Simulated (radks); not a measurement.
The numbers below are computed, except where a source is named.
Initial-state core-level shifts of the samarium ion Sm+ when its valence configuration changes from [Xe] 4f6 6s1. Level of theory: Dirac Kohn-Sham, PBE, spin-unpolarised, spherical densities, finite nucleus; open shells fill j = l - 1/2 first; Fermi nuclear charge, rms radius 5.0819 fm (a radial shooting solver on a logarithmic mesh with Libxc functionals). Shifts are changes of the shell-averaged eigenvalues in eV (positive: less bound); the change of the density at the nucleus, which sets a Mossbauer isomer shift, is in e/bohr^3, on a base of 5.332e+05.

| valence | 2p | 3p | 3d | 5s | density at nucleus |
|---|---|---|---|---|---|
| 4f5 6s1 6p1 | -10.173 | -11.082 | -11.012 | -6.850 | +36.12 |
| 4f5 5d0.5 6s0.5 6p1 | -8.911 | -9.853 | -9.776 | -5.650 | +16.74 |
| 4f5 6s2 | -9.138 | -10.050 | -9.979 | -5.820 | +66.14 |
| 4f5 6p2 | -11.175 | -12.081 | -12.012 | -7.845 | +4.82 |
| 4f5.5 5d0.5 6s1 | -3.166 | -3.614 | -3.575 | -1.696 | +12.88 |
| 4f6 6p1 | -1.053 | -1.039 | -1.040 | -1.091 | -25.74 |
| 4f4.5 5d0.5 6s2 | -13.066 | -14.576 | -14.454 | -7.664 | +84.24 |
| 4f5 5d1 6s1 | -6.677 | -7.649 | -7.565 | -3.448 | +27.44 |
| 4f5.5 6s1.5 | -4.287 | -4.704 | -4.671 | -2.816 | +30.28 |
